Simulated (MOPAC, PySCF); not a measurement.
C₄H₅FSi, SMILES `FC1=CC=C[SiH2]1`, neutral singlet in the gas phase. 

Cartesian coordinates (Å):
```xyz
11

F     -0.6916     2.4843    -0.5223
C     -0.2859     1.2405    -0.2598
C      1.0018     0.8962    -0.1667
C      1.2301    -0.5288     0.1300
C      0.1638    -1.3337     0.2768
Si    -1.3501    -0.2874     0.0355
H      1.8228     1.5933    -0.2956
H      2.2536    -0.8835     0.2207
H      0.2609    -2.3884     0.4952
H     -2.2233    -0.1525     1.2296
H     -2.1820    -0.6400    -1.1435
```
Charge 0, multiplicity 1.

All levels are single points at this geometry (PBE0-D3(BJ)/def2-TZVP); Pople sets use spherical d functions. Orbital energies aren't observables, and empty levels follow the basis.

```
level                           HOMO (eV)  LUMO (eV)  gap (eV)  dipole (D)  vertical IE, Delta-SCF (eV)
------------------------------  ---------  ---------  --------  ----------  ---------------------------
PBE0-D3(BJ)/def2-TZVP in PySCF      -6.71      -1.60      5.11        1.46                         8.68
B3LYP/6-311+G** in PySCF            -6.54      -1.84      4.70        1.57                            –
B3LYP/6-31G* in PySCF               -6.12      -1.36      4.76        1.30                         8.43
M06-2X/6-31G* in PySCF              -7.59      -0.37      7.22        1.41                            –
HF/6-31G* in PySCF                  -8.72       2.42     11.13        1.75                            –
HF/STO-3G in PySCF                  -6.46       6.50     12.96        1.14                            –
PM3 in MOPAC                        -9.29       0.01      9.30        1.57                            –
PM6 in MOPAC                        -9.59      -0.43      9.15        1.53                            –
PM7 in MOPAC                        -9.79      -0.29      9.50        1.59                            –
```
